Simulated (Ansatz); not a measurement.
**triplet O: levels of theory in one basis**

A single O atom.

Basis set: 6-31G* (spherical functions). Correlated methods keep 1 orbital frozen. Correlation on ROHF uses semicanonical orbitals with singles. Charge 0, multiplicity 3.

Computed with Ansatz (development build ahead of 0.2.0); each method stands on the lowest determinant of its kind that the runs found.

| method | E − E(ROHF) (eV) | <S²> of the determinant |
| --- | --- | --- |
| ROHF | 0.00 | 2.00 |
| UHF | -0.13 | 2.01 |
| ROHF-MP2 | -2.71 | – |
| UHF-MP2 | -2.72 | 2.01 |
| ROHF-CCSD | -3.14 | – |
| UHF-CCSD | -3.15 | 2.01 |
| ROHF-CCSD(T) | -3.17 | – |
| UHF-CCSD(T) | -3.17 | 2.01 |
| ROHF-CCSDT | -3.17 | – |
| UHF-CCSDT | -3.17 | 2.01 |
| UHF-CCSDT(Q) | -3.17 | 2.01 |
| full CI (lowest root of this spin) | -3.17 | – |

Problem. Is a single determinant a sound starting point here?

Solution. By this sign, yes. Unrestricted orbitals gain 0.13 eV and <S²> is 2.01 against 2.00 for a pure state.
